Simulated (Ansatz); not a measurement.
`C[CH2][Ge][F]` → `[CH3][Ge][F]` + `[CH2]` (triplet) at 298.15 K and 1 bar (formal loss of a carbene).

Isolated molecules relaxed with PBE0-D4/def2-TZVP in Ansatz; ΔE leaves out vibrations. CCSD(T)/CBS adds triple-zeta CCSD(T) − MP2 to the extrapolated MP2 energy (def2 sets, frozen cores). This one scheme is used for every species. Triplets are unrestricted, without spin–orbit coupling. For Ge outer-core shells are correlated without core-valence functions, which leaves a few kJ/mol of doubt a bond. Scalar relativity is left out up to krypton. One conformer a species, not always the lowest.

```csv
species,CCSD(T)/CBS energy (Eh),H − E (kJ/mol),S (J/(mol·K))
`C[CH2][Ge][F]`,-2255.03793,191.5,336.9
`[CH3][Ge][F]`,-2215.78112,111.6,300.3
`[CH2]` (triplet),-39.09499,55.4,195.3
```

H − E and S are ideal-gas, rigid-rotor, harmonic terms from PBE0-D4/def2-TZVP, for one conformer and one mirror image of each species, with the whole ground term of open shells counted as degenerate. 1 Eh = 2625.50 kJ/mol, R = 8.31446 J/(mol·K).

**Question.** By hand: ΔE, ΔH, ΔS and ΔG.

**Answer.** ΔE = (-2215.78112) + (-39.09499) − (-2255.03793) = 0.16182 Eh = 424.9 kJ/mol. Δ(H − E) = 111.6 + 55.4 − 191.5 = -24.5, so ΔH = 400.4 kJ/mol. ΔS = 300.3 + 195.3 − 336.9 = 158.7 J/(mol·K). ΔG = 400.4 − 298.15 × (158.7)/1000 = 353.1 kJ/mol.

**Question.** By hand: the equilibrium constant, and the temperature at which ΔG would vanish if ΔH and ΔS stayed fixed.

**Answer.** log₁₀ K = −ΔG/(RT ln 10) = -61.9. ΔG = 0 at ΔH/ΔS = 2523 K, far beyond where these terms or the molecules hold.

The number of gas molecules changes by +1, which sets the sign of ΔS. A doubt of 5 kJ/mol in ΔE shifts log₁₀ K by 0.9 here. Other conformers and mirror images would add mixing entropy, several J/(mol·K) or more a flexible species. Modes under 60 cm⁻¹, often nearly free rotors, make the harmonic entropy too high. A triplet takes part, so the spin changes. These are equilibria of isolated gas molecules and say nothing of rates. Largest T1 diagnostic: 0.013 (customary marks: 0.02 for closed shells, 0.045 for open ones).
